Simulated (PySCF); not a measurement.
Al(H)(Cl)(NH2) (AlClH₃N), SMILES [NH2][AlH][Cl].

Geometry optimised at PBE0-D3(BJ)/def2-TZVP. Other conformers were not sampled.

Method: TDA-LC-ωPBE/def2-SVPD (PySCF).

Vertical excitations. The molecule is in vacuum. State labels are in the subgroup Cs.

```json
[
 {"state": "S1", "symmetry": "A\"", "energy (eV)": "7.01", "λ (nm)": "177", "f": "0.058", "main pairs": "HOMO→LUMO 74 %, HOMO→LUMO+3 14 %"},
 {"state": "S2", "symmetry": "A'", "energy (eV)": "7.38", "λ (nm)": "168", "f": "0.111", "main pairs": "HOMO→LUMO+1 93 %"},
 {"state": "S3", "symmetry": "A\"", "energy (eV)": "7.54", "λ (nm)": "164", "f": "0.052", "main pairs": "HOMO−1→LUMO+1 87 %"},
 {"state": "S4", "symmetry": "A\"", "energy (eV)": "8.07", "λ (nm)": "154", "f": "0.006", "main pairs": "HOMO→LUMO+2 81 %"},
 {"state": "S5", "symmetry": "A'", "energy (eV)": "8.41", "λ (nm)": "147", "f": "0.118", "main pairs": "HOMO−1→LUMO 41 %, HOMO−1→LUMO+2 40 %"},
 {"state": "S6", "symmetry": "A\"", "energy (eV)": "8.43", "λ (nm)": "147", "f": "0.011", "main pairs": "HOMO−3→LUMO+1 82 %"},
 {"state": "S7", "symmetry": "A'", "energy (eV)": "8.68", "λ (nm)": "143", "f": "0.040", "main pairs": "HOMO−2→LUMO+1 83 %"},
 {"state": "S8", "symmetry": "A\"", "energy (eV)": "8.86", "λ (nm)": "140", "f": "0.194", "main pairs": "HOMO−2→LUMO 46 %, HOMO−2→LUMO+2 34 %"},
 {"state": "S9", "symmetry": "A\"", "energy (eV)": "9.03", "λ (nm)": "137", "f": "0.019", "main pairs": "HOMO→LUMO+3 26 %, HOMO→LUMO+9 15 %, HOMO→LUMO+11 14 %, HOMO→LUMO+7 13 %"},
 {"state": "S10", "symmetry": "A\"", "energy (eV)": "9.10", "λ (nm)": "136", "f": "0.002", "main pairs": "HOMO→LUMO+5 51 %, HOMO→LUMO+9 14 %, HOMO→LUMO+7 12 %"},
 {"state": "T1", "symmetry": "A'", "energy (eV)": "6.10", "λ (nm)": "203", "f": "0", "main pairs": "HOMO→LUMO+1 89 %"},
 {"state": "T2", "symmetry": "A\"", "energy (eV)": "6.46", "λ (nm)": "192", "f": "0", "main pairs": "HOMO→LUMO 67 %, HOMO→LUMO+3 19 %"},
 {"state": "T3", "symmetry": "A\"", "energy (eV)": "6.70", "λ (nm)": "185", "f": "0", "main pairs": "HOMO−1→LUMO+1 65 %, HOMO−3→LUMO+1 26 %"},
 {"state": "T4", "symmetry": "A'", "energy (eV)": "7.56", "λ (nm)": "164", "f": "0", "main pairs": "HOMO−1→LUMO+2 36 %, HOMO−1→LUMO 30 %, HOMO−1→LUMO+3 9 %"}
]
```
Triplets are in the Tamm–Dancoff approximation.
